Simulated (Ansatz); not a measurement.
Isolated molecules relaxed with PBE0-D4/def2-TZVP in Ansatz; ΔE leaves out vibrations. CCSD(T)/CBS adds triple-zeta CCSD(T) − MP2 to the extrapolated MP2 energy (def2 sets, frozen cores). This one scheme is used for every species. DFT in def2-TZVPP. HSE06 is defined as in plane-wave codes. Elements past krypton have def2 core potentials. For Nb outer-core shells are correlated without core-valence functions, which leaves a few kJ/mol of doubt a bond. Each species was taken in one conformer, which may not be the lowest.

`[OH][Nb]([OH])([F])([F])[F]` + H₂O → `[OH][Nb]([OH])([OH])([F])[F]` + H–F  (formal hydrolysis of the Nb–F bond)

`[OH][Nb]([OH])([F])([F])[F]`:

```xyz
8

O     0.295    0.268   -1.442
Nb   -0.376    0.051    0.292
O     1.184   -0.695    0.996
F    -0.554    1.897    0.436
F    -1.271   -0.044    1.933
F    -1.644   -1.147   -0.351
H     0.376    0.522   -2.359
H     1.989   -0.852    0.496
```

H₂O:

Cartesian coordinates in Å:
```
O -0.094 -0.153 -0.345
H 0.644 0.427 -0.144
H -0.550 -0.274 0.490
```

`[OH][Nb]([OH])([OH])([F])[F]`:

Cartesian coordinates in Å:
```
O -1.649 0.869 0.058
Nb -0.234 -0.358 -0.008
O 0.733 0.327 1.449
O 1.313 0.127 -1.023
F -0.793 -1.114 -1.649
F -0.543 -1.999 0.817
H -1.715 1.653 0.606
H 1.604 0.635 1.697
H 1.284 -0.138 -1.948
```

H–F:

Z-matrix (Å, degrees):
```
F
H 1 0.920
```

```json
{"level": "PBE-D4", "ΔE (kJ/mol)": "36.0"}
{"level": "B2PLYP", "ΔE (kJ/mol)": "34.3"}
{"level": "PBE0", "ΔE (kJ/mol)": "35.6"}
{"level": "r2SCANh", "ΔE (kJ/mol)": "36.8"}
{"level": "HSE06", "ΔE (kJ/mol)": "35.3"}
{"level": "MP2/def2-SVP", "ΔE (kJ/mol)": "31.6"}
{"level": "CCSD/def2-SVP", "ΔE (kJ/mol)": "33.5"}
{"level": "CCSD(T)/def2-SVP", "ΔE (kJ/mol)": "33.2"}
```

Q: What does CCSD(T)/CBS give? (Estimate.)

A: The calculation gave: +28.3 kJ/mol. The listed levels differ from it by 7.7, 6.0, 7.3, 8.5, 7.0, 3.3, 5.2, 4.9 kJ/mol.

Largest T1 diagnostic among the species: 0.020, so the coupled-cluster value is less sure than usual.

In def2-TZVPP, CCSD(T) changes the Hartree–Fock value by −11.1 kJ/mol (the triples alone add −1.2 kJ/mol) and MP2 by −14.3 kJ/mol. At CCSD(T), def2-SVP lies +4.9 kJ/mol from the extrapolated value and def2-TZVPP +0.1 kJ/mol. From BLYP to BHLYP (50 % exact exchange), in def2-TZVPP and without D4, ΔE moves by −3.5 kJ/mol.
